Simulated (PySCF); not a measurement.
Species: C6H7Cl.
Atom-mapped SMILES: `[Cl:1][C:2]1=[CH:3][CH2:4][C@@H:5]2[CH2:6][C@H:7]12` (hydrogens: H8 on C3; H9, H10 on C4; H11 on C5; H12, H13 on C6; H14 on C7)

Computed by this run: PBE0-D3(BJ)/def2-SVP geometry optimisation, gas phase (PySCF); density fitting, grid level 1; the optimiser is geomeTRIC in internal coordinates, started from a GFN2-xTB structure with every atom displaced at random (about 0.01 Å).

Step 0: E = -18837.7220 eV
```
atom  x, y, z in Å  |  force x, y, z in eV/Å
Cl1    -1.4542    6.0971    0.0050   -0.405   0.882  -0.163
C2     -0.9100    4.5201    0.2559   -0.548  -0.108   0.260
C3      0.3302    4.1030    0.1298    2.683  -0.230  -0.245
C4      0.5105    2.6510    0.4837   -2.057   0.586   0.821
C5     -0.9566    2.2080    0.7514    0.863   0.072  -0.042
C6     -1.9166    2.3269   -0.3830    0.121   0.046   0.390
C7     -1.8240    3.4324    0.6320   -1.012  -0.109   0.259
H8      1.2106    4.7040   -0.1666   -0.579  -0.038   0.009
H9      1.1088    2.5262    1.3904    0.331  -0.044   0.144
H10     0.9267    2.0777   -0.3168    0.686  -0.633  -0.805
H11    -1.1298    1.4657    1.5324   -0.117  -0.053  -0.018
H12    -2.7849    1.6958   -0.3573   -0.622  -0.408   0.080
H13    -1.5469    2.5170   -1.3768    0.298   0.166  -0.552
H14    -2.6935    3.6557    1.2757    0.357  -0.129  -0.139
```

Step 1: E = -18837.8520 eV
```
atom  x, y, z in Å  |  force x, y, z in eV/Å
Cl1    -1.4844    6.1322   -0.0300    0.191  -0.451   0.059
C2     -0.8951    4.5195    0.2646   -0.044   0.287   0.020
C3      0.3766    4.1053    0.1518   -0.355   0.101  -0.135
C4      0.4888    2.6487    0.5068    0.142  -0.200  -0.164
C5     -0.9504    2.2065    0.7421   -0.033   0.006  -0.013
C6     -1.9286    2.3287   -0.3857    0.012  -0.022  -0.111
C7     -1.8352    3.4303    0.6344    0.059   0.065  -0.003
H8      1.1907    4.7265   -0.2141    0.152   0.036   0.038
H9      1.1041    2.5094    1.4135    0.005  -0.020  -0.009
H10     0.9764    2.0578   -0.3000   -0.084   0.144   0.203
H11    -1.1530    1.4514    1.5061    0.031   0.030   0.000
H12    -2.8114    1.6816   -0.3585    0.055   0.034   0.029
H13    -1.5481    2.5439   -1.3916   -0.044  -0.017   0.061
H14    -2.6602    3.6386    1.3165   -0.088   0.007   0.024
```

Step 2: E = -18837.8603 eV
```
atom  x, y, z in Å  |  force x, y, z in eV/Å
Cl1    -1.4655    6.1208   -0.0310    0.008  -0.125   0.025
C2     -0.8970    4.5159    0.2670   -0.042   0.256  -0.036
C3      0.3726    4.1073    0.1458   -0.051  -0.045  -0.045
C4      0.4893    2.6505    0.5029    0.036  -0.046  -0.021
C5     -0.9502    2.2084    0.7382   -0.035  -0.035   0.001
C6     -1.9323    2.3274   -0.3864    0.040   0.006  -0.037
C7     -1.8398    3.4300    0.6337    0.059   0.007   0.032
H8      1.1965    4.7312   -0.2043    0.001  -0.021   0.041
H9      1.1023    2.5112    1.4110    0.003   0.001   0.003
H10     0.9808    2.0653   -0.2958   -0.019   0.007   0.030
H11    -1.1474    1.4551    1.5042    0.009  -0.002   0.007
H12    -2.8117    1.6790   -0.3528    0.003  -0.002   0.023
H13    -1.5584    2.5418   -1.3926   -0.014   0.000  -0.002
H14    -2.6687    3.6365    1.3159    0.001  -0.001  -0.020
```

**Question.** Estimate the geometry and energy of step 3. (The exact step hangs on the optimiser's Hessian estimate; all steps are aligned on step 2, rigid shifts and turns removed.)

**Answer.** E = -18837.8610 eV, largest force 0.190 eV/Å
```
atom  x, y, z in Å  |  force x, y, z in eV/Å
Cl1    -1.4824    6.1158   -0.0274    0.030   0.029  -0.009
C2     -0.8970    4.5243    0.2640   -0.051  -0.079   0.016
C3      0.3681    4.1041    0.1413    0.176   0.063  -0.037
C4      0.4901    2.6468    0.5010   -0.073   0.088   0.050
C5     -0.9490    2.2082    0.7370   -0.036   0.004   0.003
C6     -1.9297    2.3296   -0.3875    0.004   0.014   0.011
C7     -1.8339    3.4339    0.6319   -0.046  -0.068   0.052
H8      1.2004    4.7245   -0.1960   -0.016  -0.013   0.006
H9      1.1023    2.5092    1.4101    0.002   0.025   0.002
H10     0.9817    2.0615   -0.2930    0.021  -0.037  -0.057
H11    -1.1465    1.4569    1.5048   -0.005  -0.008   0.003
H12    -2.8094    1.6829   -0.3482   -0.022  -0.008   0.005
H13    -1.5601    2.5422   -1.3949    0.009   0.000  -0.021
H14    -2.6643    3.6407    1.3126    0.006  -0.009  -0.023
```

The energy changes by -0.0007 eV. The first-order estimate −F·Δx gives -0.0048 eV and the mean of the old and new forces, exact on a quadratic surface, -0.0008 eV. The step makes an angle of 59° with the force vector and moves no atom by more than 0.018 Å.

The cost below is that of the whole optimisation. Hardware: an AMD EPYC 7R43 with one thread, shared host. Cost: 37 s wall, 0.61 GiB resident at most.
